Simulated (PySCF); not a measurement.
## Li (lithium, neutral): UHF calculation

Configuration: [He] 2p1, 2P determinant (an excited configuration). Calculation: PySCF 2.14, in x2c-QZVPPall (6s4p2d1f, 35 functions); the spin-free X2C one-electron Hamiltonian (Gaussian nucleus).

```json
{
  "Total energy": "-7.365691 hartree",
  "One-electron energy": "-9.5410 hartree",
  "Hartree (Coulomb) energy": "3.9302 hartree",
  "Exchange energy": "-1.7550 hartree",
  "⟨S²⟩": "0.7500",
  "⟨L²⟩": "2.000",
  "Sum of ⟨r⟩": "5.938 bohr",
  "Sum of ⟨r²⟩": "28.64 bohr²",
  "Traceless quadrupole moment −½Σ⟨3z² − r²⟩ along its main axis": "-11.1 e·bohr²",
  "Langevin diamagnetic susceptibility": "-22.7 ×10⁻⁶ cm³/mol"
}
```

```csv
shell,electrons,mean orbital energy (hartree),"rms radius, mean of both spins (bohr)"
1s α,1,-2.53152,0.669
1s β,1,-2.53025,0.669
2p α,1,-0.12866,5.27
```

Spin-orbit constants ζ (cm⁻¹) from the X2C one-electron operator on these orbitals: bare nucleus, nucleus screened by l(l+1)(2l+1)/3 electrons, and screened by the Breit-Pauli mean field of the electrons.

| shell | bare | screened nucleus | mean field |
| --- | --- | --- | --- |
| 2p | 1.008 | 0.3359 | 0.1334 |

To first order the Landé constant is A = 0.1334 cm⁻¹, so the lowest level has J = 1/2 and lies 1.65e-05 eV below the centre of the term.
